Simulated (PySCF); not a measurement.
## Stretching RbC

Set-up: PySCF, scalar-relativistic core potentials, basis sets Rb def2-SVPD with ECP28, C def2-SVPD. Energies in eV from Rb + C in their ground configurations at the same level. State: ⁴Σ⁻ (quartet), unpaired electrons σ ↑, π ↑↑.

All columns are PBE0. A positive dipole means Rb(−)C(+).

```tsv
R (Å)	E (eV)	μ (D)	Mulliken charge on Rb (basis-dependent)	HOMO (eV)	LUMO (eV)	Mayer bond order	⟨S²⟩
2.329	-1.661	-7.87	0.64	-4.00	-1.17	0.66	3.75
2.437	-1.907	-8.33	0.65	-4.04	-1.23	0.65	3.75
2.546	-2.041	-8.75	0.66	-4.04	-1.28	0.64	3.75
2.627	-2.089	-9.06	0.66	-4.01	-1.33	0.64	3.75
2.708	-2.101	-9.35	0.65	-3.94	-1.37	0.64	3.75
2.789	-2.087	-9.62	0.65	-3.87	-1.42	0.64	3.75
2.898	-2.038	-9.96	0.64	-3.79	-1.47	0.64	3.75
3.033	-1.944	-10.34	0.63	-3.71	-1.54	0.65	3.75
3.195	-1.807	-10.71	0.61	-3.65	-1.62	0.66	3.75
3.412	-1.609	-11.06	0.58	-3.61	-1.72	0.68	3.75
```

A fit through these points gives, at Re = 2.701 Å, μ = -9.32 D and dμ/dR = -3.48 D/Å; the reduced mass is 10.51 u.

Question: How strong is the fundamental in the double-harmonic approximation, I = 42.26·(dμ/dR)²/μred km/mol?

Answer: I = 42.26·(-3.48)²/10.51 = 48.7 km/mol at PBE0.

Spin–orbit coupling is left out. The state was picked by a PBE0 search and need not be the measured ground state.
